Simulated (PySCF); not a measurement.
**Electron correlation in Au²⁺ (gold, charge +2)**

[Xe] 4f14 5d9, 2D determinant. All numbers are calculated (PySCF 2.14, the spin-free X2C one-electron Hamiltonian (Gaussian nucleus), in x2c-TZVPPall with one added diffuse shell each of s, p, d, f type (12s8p8d4f1g, 113 functions)). Frozen: [Kr] 4d10 4f14; 17 electrons correlated.

```tsv
level	correlation energy (mhartree)
CCSD	-457.19
(T)	-10.93
CCSD(T)	-468.12
```

Diagnostics: T1 = 0.0058, D1 = 0.0219, largest double amplitude 0.030.

Is a single reference adequate?

Yes, within this model without spin-orbit coupling: T1 lies below 0.03 and no double amplitude reaches 0.07.

This basis was not built for core-valence correlation, so the inner-shell part is incomplete.
